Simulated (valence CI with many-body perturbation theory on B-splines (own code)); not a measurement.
# E1 transitions of K4+

Calculated by relativistic CI+MBPT: five valence electrons over a frozen Dirac-Fock core [Ne], a basis of 9 s, 9 p, 8 d, 6 f, 3 g, 1 h functions for each j, with the one-electron correlation potential Σ1, the two-electron term Σ2, the three-electron term Σ3, Breit, model QED; selected CI, second order for the rest, scaled by the run's own slope (own B-spline code, finite nucleus).

Against 25 measured levels this calculation errs by 352 cm⁻¹ on average and by 1172 at most. These come from a selection out of Sansonetti, J. Phys. Chem. Ref. Data 37, 7 (2008). Levels without a partner in it may be off by more. Among the levels kept, up to 980 cm⁻¹ of a level comes from second order outside the variational space, and about a tenth of that is noise between levels of different J, which matters for small intervals. 5 measured levels below the end of the list, from 206720 cm⁻¹ on, found no clear computed partner, and computed levels of the same name lie up to 6860 cm⁻¹ from them.

Lines 1 to 50 of 150 in falling wavelength, among levels below 317460 cm⁻¹, chosen from the strongest by gf and those to the six lowest levels. Wavelengths and rates use the calculated energies, so an error of 400 cm⁻¹ moves a line at 104.0 nm by 0.42 % and its rate by three times that or more. Electric multipoles are in the length gauge, E1 and E2 with the static RPA response of the core. Weak lines are less certain than strong ones. Lines between different terms over intervals too small for the method are left out, as are lines whose strength nearly cancels. Where a level lies close to another of its J and parity, the split of strength between their lines is uncertain. The highest levels of a list are the least certain. Branching is blank where the lifetime is uncertain.

Names give the largest LS component (configuration and term), which can be under half, so a name can repeat, a term be missing and a line seem to break the LS rules; names also repeat where a configuration has a term twice. Letters in brackets count levels of one name in rising energy.

```csv
λ vac (nm),λ from measured levels,Upper,Lower,A (s⁻¹),log gf,Branch %
224.7,,3s3p³3d ⁶D°_7/2,3s²3p²3d ⁴P_5/2,6.47e+03,-4.41,
122.7,,3s3p³3d ⁶D°_9/2,3s²3p²3d ²F_7/2 [a],1.31e+04,-4.53,
120.7,,3s3p³3d ⁶D°_5/2,3s²3p²3d ⁴D_5/2,1.81e+04,-4.63,
119.9,,3s3p³3d ⁶D°_3/2,3s²3p²3d ⁴D_3/2,3.45e+04,-4.53,3.0
119.4,,3s3p³3d ⁶D°_9/2,3s²3p²3d ⁴D_7/2,2.18e+04,-4.33,
112.0,,3s3p³3d ⁶D°_7/2,3s²3p²3d ⁴F_9/2,1.98e+04,-4.52,
112.0,,3s3p³3d ⁶D°_9/2,3s²3p²3d ⁴F_9/2,1.47e+05,-3.56,
110.9,,3s3p³3d ⁶D°_5/2,3s²3p²3d ⁴F_7/2,2.12e+04,-4.63,
110.8,,3s3p³3d ⁶D°_7/2,3s²3p²3d ⁴F_7/2,8.75e+04,-3.89,
110.7,,3s3p³3d ⁶D°_9/2,3s²3p²3d ⁴F_7/2,2.12e+04,-4.41,
110.0,,3s3p³3d ⁶D°_5/2,3s²3p²3d ⁴F_5/2,4.49e+04,-4.31,
109.9,,3s3p³3d ⁶D°_7/2,3s²3p²3d ⁴F_5/2,1.66e+04,-4.62,
104.0,103.6,3s3p⁴ ⁴P_5/2,3s²3p³ ²P°_3/2,7.77e+04,-4.12,0.0
102.5,102.1,3s3p⁴ ⁴P_3/2,3s²3p³ ²P°_3/2,1.54e+05,-4.01,0.0
102.1,101.8,3s3p⁴ ⁴P_3/2,3s²3p³ ²P°_1/2,8.55e+02,-6.27,0.0
101.7,101.3,3s3p⁴ ⁴P_1/2,3s²3p³ ²P°_3/2,2.61e+04,-5.09,0.0
101.3,101.0,3s3p⁴ ⁴P_1/2,3s²3p³ ²P°_1/2,1.43e+05,-4.36,0.0
89.20,88.98,3s3p⁴ ⁴P_5/2,3s²3p³ ²D°_5/2,4.83e+05,-3.46,0.1
89.01,88.79,3s3p⁴ ⁴P_5/2,3s²3p³ ²D°_3/2,8.04e+04,-4.24,0.0
88.10,87.88,3s3p⁴ ⁴P_3/2,3s²3p³ ²D°_5/2,8.20e+04,-4.42,0.0
87.92,87.70,3s3p⁴ ⁴P_3/2,3s²3p³ ²D°_3/2,1.05e+05,-4.31,0.0
87.33,87.11,3s3p⁴ ⁴P_1/2,3s²3p³ ²D°_3/2,6.76e+04,-4.81,0.0
77.36,77.22,3s3p⁴ ²D_3/2,3s²3p³ ²P°_3/2,1.99e+06,-3.15,0.3
77.28,77.15,3s3p⁴ ²D_5/2,3s²3p³ ²P°_3/2,8.45e+07,-1.34,11.8
77.17,77.03,3s3p⁴ ²D_3/2,3s²3p³ ²P°_1/2,5.81e+07,-1.68,7.9
73.23,73.19,3s3p⁴ ⁴P_5/2,3s²3p³ ⁴S°_3/2,3.71e+08,-0.75,99.8
72.49,72.44,3s3p⁴ ⁴P_3/2,3s²3p³ ⁴S°_3/2,3.79e+08,-0.92,99.9
72.09,72.04,3s3p⁴ ⁴P_1/2,3s²3p³ ⁴S°_3/2,3.85e+08,-1.22,99.9
68.88,68.81,3s3p⁴ ²D_3/2,3s²3p³ ²D°_5/2,4.26e+07,-1.92,5.8
68.82,68.75,3s3p⁴ ²D_5/2,3s²3p³ ²D°_5/2,6.04e+08,-0.59,84.2
68.77,68.70,3s3p⁴ ²D_3/2,3s²3p³ ²D°_3/2,6.37e+08,-0.74,86.1
68.71,68.64,3s3p⁴ ²D_5/2,3s²3p³ ²D°_3/2,2.85e+07,-1.92,4.0
64.74,64.63,3s²3p²3d ²P_3/2 [a],3s²3p³ ²P°_3/2,1.03e+08,-1.59,5.7
64.61,64.50,3s²3p²3d ²P_3/2 [a],3s²3p³ ²P°_1/2,3.22e+07,-2.09,1.8
64.11,64.00,3s²3p²3d ²P_1/2 [a],3s²3p³ ²P°_3/2,5.70e+07,-2.15,3.0
63.97,63.87,3s²3p²3d ²P_1/2 [a],3s²3p³ ²P°_1/2,1.70e+08,-1.68,9.1
60.33,60.34,3s3p⁴ ²S_1/2,3s²3p³ ²P°_3/2,1.55e+09,-0.77,68.2
60.21,60.23,3s3p⁴ ²S_1/2,3s²3p³ ²P°_1/2,7.17e+08,-1.11,31.5
60.16,,3s3p³3d ⁶D°_3/2,3s3p⁴ ⁴P_1/2,1.29e+05,-4.55,11.1
59.89,,3s3p³3d ⁶D°_1/2,3s3p⁴ ⁴P_3/2,1.21e+06,-3.89,87.3
59.88,,3s3p³3d ⁶D°_3/2,3s3p⁴ ⁴P_3/2,3.74e+05,-4.10,32.4
59.39,,3s3p³3d ⁶D°_3/2,3s3p⁴ ⁴P_5/2,5.48e+05,-3.94,47.4
59.38,,3s3p³3d ⁶D°_5/2,3s3p⁴ ⁴P_5/2,6.80e+05,-3.67,
59.36,,3s3p³3d ⁶D°_7/2,3s3p⁴ ⁴P_5/2,2.70e+05,-3.94,
58.95,58.97,3s3p⁴ ²D_3/2,3s²3p³ ⁴S°_3/2,6.02e+03,-5.90,0.0
58.91,58.93,3s3p⁴ ²D_5/2,3s²3p³ ⁴S°_3/2,2.53e+05,-4.10,0.0
58.69,58.63,3s²3p²3d ²P_3/2 [a],3s²3p³ ²D°_5/2,1.52e+09,-0.50,83.6
58.61,58.55,3s²3p²3d ²P_3/2 [a],3s²3p³ ²D°_3/2,1.62e+08,-1.48,8.9
58.09,58.03,3s²3p²3d ²P_1/2 [a],3s²3p³ ²D°_3/2,1.64e+09,-0.78,87.8
57.76,,3s²3p²3d ⁴F_3/2,3s²3p³ ²P°_3/2,1.12e+05,-4.65,2.4
```
